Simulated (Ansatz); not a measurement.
`[SiH3]O[AsH2]` + `ClC[TeH]` → `[SiH3][Te]CCl` + `O[AsH2]` at 500 K and 1 bar (ligand exchange at the Si–O bond).

Isolated molecules relaxed with PBE0-D4/def2-TZVP in Ansatz; ΔE leaves out vibrations. CCSD(T)/CBS adds triple-zeta CCSD(T) − MP2 to the extrapolated MP2 energy (def2 sets, frozen cores). def2 core potentials past Kr. For As, Te outer-core shells are correlated without core-valence functions, which leaves a few kJ/mol of doubt a bond. Scalar relativity is left out up to krypton. Each species was taken in one conformer, which may not be the lowest.

```csv
species,CCSD(T)/CBS energy (Eh),H − E (kJ/mol),S (J/(mol·K))
`[SiH3]O[AsH2]`,-2602.28728,156.2,389.2
`ClC[TeH]`,-767.34295,121.3,352.5
`[SiH3][Te]CCl`,-1057.64579,184.9,439.4
`O[AsH2]`,-2311.97217,101.4,296.8
```

H − E and S are ideal-gas, rigid-rotor, harmonic terms from PBE0-D4/def2-TZVP, for one conformer and one mirror image of each species. 1 Eh = 2625.50 kJ/mol, R = 8.31446 J/(mol·K).

Task: By hand: ΔE, ΔH, ΔS and ΔG.

Result: ΔE = (-1057.64579) + (-2311.97217) − (-2602.28728) − (-767.34295) = 0.01227 Eh = 32.2 kJ/mol. Δ(H − E) = 184.9 + 101.4 − 156.2 − 121.3 = 8.8, so ΔH = 41.0 kJ/mol. ΔS = 439.4 + 296.8 − 389.2 − 352.5 = -5.5 J/(mol·K). ΔG = 41.0 − 500 × (-5.5)/1000 = 43.8 kJ/mol.

Task: By hand: the equilibrium constant, and the temperature at which ΔG would vanish if ΔH and ΔS stayed fixed.

Result: log₁₀ K = −ΔG/(RT ln 10) = -4.6. ΔH and −TΔS have one sign here, so there is no such temperature. One of them is within its doubt of zero, so this could turn.

The number of gas molecules stays the same, so ΔS is small and ΔH decides. A doubt of 5 kJ/mol in ΔE shifts log₁₀ K by 0.5 here. Other conformers and mirror images would add mixing entropy, several J/(mol·K) or more a flexible species. Modes under 60 cm⁻¹, often nearly free rotors, make the harmonic entropy too high. These are equilibria of isolated gas molecules and say nothing of rates. Largest T1 diagnostic: 0.012 (customary marks: 0.02 for closed shells, 0.045 for open ones).
